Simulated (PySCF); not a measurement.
# Ionisation energy of Xe³⁸⁺ by level of theory

Xe³⁸⁺ [Ne] 3s2 3p4 (3P) → Xe³⁹⁺ [Ne] 3s2 3p3 (4S), as a difference of total energies. Computed with PySCF 2.14 in an uncontracted even-tempered set (18 s from 6.2 bohr⁻², ratio 2.5; 12 p from 8.1 bohr⁻², ratio 2.5; 5 d from 37 bohr⁻², ratio 2.7; 4 f from 55 bohr⁻², ratio 2.7), with scalar relativity by spin-free X2C-1e. Correlated levels: outer shells: 1s2 frozen; virtual orbitals above 40 to 60 times the deepest correlated orbital energy dropped. The calculations carry no spin-orbit coupling.

```
                method  ionisation energy (eV)
                   UHF                  2740.7
                   LDA                  2743.4
                   PBE                  2744.1
                  PBE0                  2743.7
                r2SCAN                  2743.4
                  TPSS                  2744.1
                M06-2X                  2744.3
    MP2 (outer shells)                  2741.7
SCS-MP2 (outer shells)                  2741.7
```

Spin-orbit coupling is strong in these open shells (close to jj coupling). The scalar numbers leave it out and a first-order estimate fails, so it can dominate the gap to the real levels.

Breit and QED terms and the two-electron picture change are absent.

For comparison: 2726 ± 4 eV (theoretical estimate listed by NIST; NIST Atomic Spectra Database, ionization energies).
